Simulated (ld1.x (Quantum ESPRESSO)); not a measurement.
**What one change does to a pseudopotential (Ce, TM semilocal)**

```json
{"Element": "Ce (Z = 58)", "Generator": "ld1.x (Quantum ESPRESSO) 7.5", "Type": "norm-conserving Troullier–Martins (semilocal form)", "Functional": "PBE", "Relativity": "scalar-relativistic", "Frozen core": "[Kr] 4d10", "Valence charge": "12", "Reference configuration": "4f0 5s2 5p6 5d2 6s2 6p0", "Partial waves": "5p (bound): rc 2.80 bohr; 5d (bound): rc 3.60 bohr; 4f (bound, empty): rc 1.20 bohr; 5s (bound): rc 1.40 bohr", "Local potential": "the s channel", "Core correction": "none"}
```

Occupied shells without a wave of their own: 6s. They enter only through the test configuration that unscreens the potential.

Change: wave 5d (bound): rc 3.60 bohr becomes 5d (bound): rc 5.32 bohr.

Cutoffs: the cutoffs (Ry, on a coarse ladder) from which the occupation-weighted sum of valence levels, in a spherical-Bessel basis at the reference potential, stays within 10 and 1 mRy of its value at 400 Ry; they do not see the model core or the augmentation charge, which bear on the density cutoff. Errors are all-electron minus pseudo energies relative to the spin-unpolarised reference configuration.

Task: How do hardness, ghosts and transferability respond?

Result: The potential gets neither clearly harder nor softer (50 Ry and 90 Ry → 50 Ry and 90 Ry); the s channel sets the loose cutoff, while the largest relative change is in d, which becomes softer; of the 7 tests that both files solve, the error grows in 1 and shrinks in 4 by more than 15 % and 0.3 meV (median size 633.0 → 372.2 meV); neither file shows a bound ghost at the reference potential, the only one tested. A semilocal file is local in each channel, so a ghost entry of none says nothing of the separable form that plane-wave codes build from it.

| quantity | base | changed |
| --- | --- | --- |
| cutoff, loose | 50 Ry | 50 Ry |
| cutoff, tight | 90 Ry | 90 Ry |
| loose cutoff by channel (10 mRy a level) | p 10 Ry, d 10 Ry, s 45 Ry | p 10 Ry, d 8 Ry, s 45 Ry |
| bound ghosts | none | none |
| largest miss of a reference level, eV | 0.06 | 0.06 |
| error for 4f1 5s2 5p6 5d1 6s2 6p0, meV [ΔE -4.81 eV] | +685 | +372 |
| error for 4f1 5s2 5p6 5d1 6s1 6p0, meV [ΔE 1.26 eV] | +633 | +370 |
| error for 4f1 5s2 5p6 5d1 6s0 6p0, meV [ΔE 12.35 eV] | +536 | +327 |
| error for 4f1 5s2 5p6 5d2 6s0 6p0, meV [ΔE 1.43 eV] | +709 | +612 |
| error for 4f1 5s2 5p6 5d0 6s2 6p0, meV [ΔE 1.60 eV] | +551 | +255 |
| error for 4f1 5s2 5p5 5d1 6s2 6p0, meV [ΔE 23.05 eV] | +703 | +681 |
| error for 4f0 5s2 5p6 5d0 6s0 6p0, meV [ΔE 69.29 eV] | -273 | +782 |

Base: The cutoffs count occupied waves only; the empty 4f level needs 200 Ry at the loose tolerance. These tests converged, but a pseudo level misses the all-electron one widely, so the file describes the atom poorly there or has found another state: 4f1 5s2 5p6 5d1 6s0 6p0: empty 6p by 7.1 eV; 4f1 5s2 5p6 5d0 6s2 6p0: empty 6p by 4.3 eV; 4f1 5s2 5p5 5d1 6s2 6p0: empty 6p by 4.4 eV. The 6s level has no wave, so the channel is fitted at the deeper level alone: the likely source of the large errors. Changed file: The cutoffs count occupied waves only; the empty 4f level needs 200 Ry at the loose tolerance. These tests converged, but a pseudo level misses the all-electron one widely, so the file describes the atom poorly there or has found another state: 4f1 5s2 5p6 5d1 6s0 6p0: empty 6p by 7.1 eV; 4f1 5s2 5p6 5d0 6s2 6p0: empty 6p by 4.3 eV; 4f1 5s2 5p5 5d1 6s2 6p0: empty 6p by 4.4 eV. The 6s level has no wave, so the channel is fitted at the deeper level alone: the likely source of the large errors.
